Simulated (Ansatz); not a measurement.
CH7NSi2 can be A, `NC1[SiH2][SiH2]1`, or B, `[SiH3]C1N[SiH2]1`.

Isolated molecules relaxed with PBE0-D4/def2-TZVP in Ansatz; ΔE leaves out vibrations. CCSD(T)/CBS is the MP2 limit (def2-TZVPP, def2-QZVPP) plus CCSD(T) − MP2 in def2-TZVPP, frozen cores. DFT in def2-TZVPP. B3LYP here is the variant with VWN-RPA as its local correlation; programs differ in this. One conformer a species, not always the lowest.

Problem. Which isomer does CCSD(T)/CBS put lower? Give the gap. (An estimate is asked.)

Solution. The calculation gave: B, by 12.4 kcal/mol.

Problem. Give E(B) − E(A) in kcal/mol with MP2/def2-TZVPP, CCSD/def2-TZVPP, PBE0-D4, B3LYP, r2SCAN-D4, CCSD(T)/def2-SVP, LDA (SPW92). (Best estimate.)

Solution. Ansatz gave: MP2/def2-TZVPP -14.3, CCSD/def2-TZVPP -12.7, PBE0-D4 -8.9, B3LYP -11.9, r2SCAN-D4 -11.1, CCSD(T)/def2-SVP -9.0, LDA (SPW92) -7.1. None reverses the order clearly.

Problem. Does the order hold for the free energy at 298.15 K (harmonic terms from PBE0-D4)? (An estimate is asked.)

Solution. Computed: Yes: G(B) − G(A) = -13.8 kcal/mol, for one conformer each.

Largest T1 diagnostic: 0.013.

From BLYP to BHLYP (50 % exact exchange), in def2-TZVPP and without D4, E(B) − E(A) moves by −1.0 kcal/mol. Leaving LDA and LC-ωPBE aside and taking each functional with its dispersion term where it has one, the values, not all of them listed here, spread over 4.6 kcal/mol, from B2PLYP to PBE-D4. LDA lies +1.3 kcal/mol from PBE without D4.
